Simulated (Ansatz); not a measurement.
Cost and result for the atomization energy of C2H6BN, SMILES `B1CCN1` (10 atoms, 10 bonds).

```xyz
10

B    -0.836    0.765   -0.373
C     0.640    0.280   -0.735
C     0.450   -0.655    0.487
N    -0.890   -0.119    0.703
H    -1.650    1.542   -0.775
H     1.446    1.007   -0.624
H     0.775   -0.243   -1.683
H     1.137   -0.468    1.319
H     0.463   -1.724    0.254
H    -1.536   -0.386    1.427
```

Total charge 0; spin multiplicity 1. The structure was optimised at the PBE0-D4/def2-TZVP level. Program: Ansatz. All runs use 2 threads of an AMD EPYC 9B14 on a shared host. Times are those of one run each, without the atoms' runs, and a repeat can differ threefold. Electronic energies, without spin–orbit coupling; frozen cores. CCSD(T)/CBS adds CCSD(T) − MP2 in def2-TZVPP to the MP2 limit, and its time is that of the two runs behind it. T1 = 0.013. HSE06 is the plane-wave form, built on full-range PBE exchange.

CCSD(T)/CBS is a level of theory with its own doubt, some kJ/mol a heavy atom from the limit and from the frozen cores, so smaller differences don't rank the functionals.

```
                           level  functions  wall time
          LDA (SPW92)/def2-TZVPP        208      1.1 s
            revPBE-D4/def2-TZVPP        208      1.5 s
              BLYP-D4/def2-TZVPP        208      1.9 s
             HSE06-D4/def2-TZVPP        208      2.1 s
             BHLYP-D4/def2-TZVPP        208      2.1 s
 PBE-D4/def2-TZVPP (with forces)        208      2.2 s
                CCSD(T)/def2-SVP         86      2.4 s
               B2PLYP/def2-TZVPP        208      3.7 s
               B97M-V/def2-TZVPP        208      5.5 s
ωB97M-V/def2-TZVPP (with forces)        208        7 s
                  MP2/def2-QZVPP        408       14 s
              CCSD(T)/def2-TZVPP        208       45 s
               CCSD(T)/CBS(def2)          –       59 s
```

(1) What atomization energy does each give, and how far from CCSD(T)/CBS? (An estimate is asked.)

Answers

(1) The calculation gave: 
```
                           level  atomization (kcal/mol)  difference from CCSD(T)/CBS  per bond
          LDA (SPW92)/def2-TZVPP                  1079.5                        140.8      14.1
            revPBE-D4/def2-TZVPP                   943.8                          5.1       0.5
              BLYP-D4/def2-TZVPP                   943.4                          4.7       0.5
             HSE06-D4/def2-TZVPP                   952.6                         13.9       1.4
             BHLYP-D4/def2-TZVPP                   920.5                        -18.2      -1.8
 PBE-D4/def2-TZVPP (with forces)                   967.1                         28.4       2.8
                CCSD(T)/def2-SVP                   899.9                        -38.8      -3.9
               B2PLYP/def2-TZVPP                   935.5                         -3.2      -0.3
               B97M-V/def2-TZVPP                   944.8                          6.1       0.6
ωB97M-V/def2-TZVPP (with forces)                   947.8                          9.1       0.9
                  MP2/def2-QZVPP                   943.9                          5.2       0.5
              CCSD(T)/def2-TZVPP                   916.1                        -22.6      -2.3
               CCSD(T)/CBS(def2)                   938.7                          0.0       0.0
```

Leaving LDA and LC-ωPBE aside and taking each functional with its dispersion term where it has one, the values spread over 46.6 kcal/mol, from BHLYP-D4 to PBE-D4. LDA lies +116.1 kcal/mol from PBE without D4, its usual overbinding. In def2-TZVPP, CCSD(T) changes the Hartree–Fock value by +222.6 kcal/mol (the triples alone add +13.1 kcal/mol) and MP2 by +237.0 kcal/mol; breaking electron pairs costs correlation energy, which Hartree–Fock lacks. From PBE to PBE0 (25 % exact exchange), in def2-TZVPP and without D4, the atomization energy moves by −14.6 kcal/mol: exact exchange takes away binding that semilocal exchange gives to molecules.
